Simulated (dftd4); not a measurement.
H₆B₃N₃, charge +1, doublet, at a GFN2-xTB geometry (a state made from the parent by changing its charge; the spin is typed, not shown lowest); D4 for wb97x (dftd4).

Input for dftd4:
```
$ dftd4 mol.xyz --func wb97x --charge 1 --json dftd4.json --noedisp --property

# file mol.xyz
12

B      0.98106325    -1.05992046    -0.04989976
N      1.37494395     0.29061409     0.18228070
B      0.39244819     1.28444706     0.30957374
N     -0.96506531     1.03622627     0.05511563
B     -1.40209965    -0.30055796    -0.17940997
N     -0.38755264    -1.27096670    -0.32061857
H      1.78919192    -1.90645476    -0.03050713
H      2.35520248     0.48796067     0.32713174
H      0.70048702     2.32894591     0.76549555
H     -1.66024944     1.76742990     0.10891670
H     -2.54768103    -0.52456909    -0.26618943
H     -0.65029188    -2.16427148    -0.72361180
```

### Question
Write the output that dftd4 gives for this input, abridged.

### Answer

```
                    ____  _____ _____     ____  _  _
      -------------|  _ \|  ___|_   _|---|  _ \| || |------------
     |             | | | | |_    | | ___ | | | | || |_           |
     |             | |_| |  _|   | ||___|| |_| |__   _|          |
     |             |____/|_|     |_|     |____/   |_|            |
     |             ===================================           |
     |            E. Caldeweyher, S. Ehlert & S. Grimme          |
     |          Mulliken Center for Theoretical Chemistry        |
     |                    University of Bonn                     |
      -----------------------------------------------------------

Rational (Becke-Johnson) damping: wb97x-D4-ATM
---------------------
  s6         1.0000
  s8         0.5093
  s9         1.0000
  a1         0.0662
  a2         5.4487
 alp        16.0000
--------------------

Atomic data, radii in Ångström:
------------------------------------------------------
   Z          R(cov)      r4/r2   hardness         EN
------------------------------------------------------
   5 B        1.0267     1.9286     0.3395     2.0400
   7 N        0.9467     1.4350     0.5044     3.0400
   1 H        0.4267     1.0622     0.4726     2.2000
------------------------------------------------------

Atomic reference systems (in atomic units):
----------------------------------------------------------------------------
   Z        #      CN     q+Z       C6(AA)   #      CN     q+Z       C6(AA)
----------------------------------------------------------------------------
   5 B      1  0.0000  5.0000     108.2943   2  0.9302  4.8954      83.5174
            3  1.8632  4.7985      66.2710   4  2.7915  4.7178      46.1170
            5  4.4133  4.6596      44.5254
   7 N      1  0.0000  7.0000      25.3714   2  0.8583  6.6470      32.5496
            3  1.8399  6.6987      28.5877   4  2.5804  6.1757      42.3910
            5  0.9809  7.0000      18.1534
   1 H      1  0.0000  1.0000       7.6362   2  0.8942  1.0000       3.0374
----------------------------------------------------------------------------

Atomic properties (in atomic units):
----------------------------------------------------------------------------
     #    Z              CN          q      C6(AA)        C8(AA)   alpha(0)
----------------------------------------------------------------------------
     1    5 B        2.6494     0.1617     32.5504     1297.0153     9.3547
     2    7 N        2.5425    -0.3310     26.7643      590.4410     7.7440
     3    5 B        2.6582     0.1681     32.3542     1289.1963     9.3203
     4    7 N        2.5425    -0.3310     26.7643      590.4410     7.7440
     5    5 B        2.6494     0.1617     32.5504     1297.0153     9.3547
     6    7 N        2.5436    -0.3241     26.5974      586.7607     7.7198
     7    1 H        0.9388     0.2084      1.0561       12.7659     1.6067
     8    1 H        0.8602     0.2899      0.7440        8.9933     1.3511
     9    1 H        0.9352     0.2099      1.0489       12.6795     1.6013
    10    1 H        0.8602     0.2899      0.7440        8.9933     1.3511
    11    1 H        0.9388     0.2084      1.0561       12.7659     1.6067
    12    1 H        0.8600     0.2881      0.7497        9.0627     1.3564
----------------------------------------------------------------------------

Molecular properties (in atomic units):
----------------------------------------
 molecular C6                1459.4727
 molecular C8               40042.1848
----------------------------------------

Dispersion energy:      -1.8287052817537E-02 Eh

[Info] JSON dump of results written to 'dftd4.json'
```
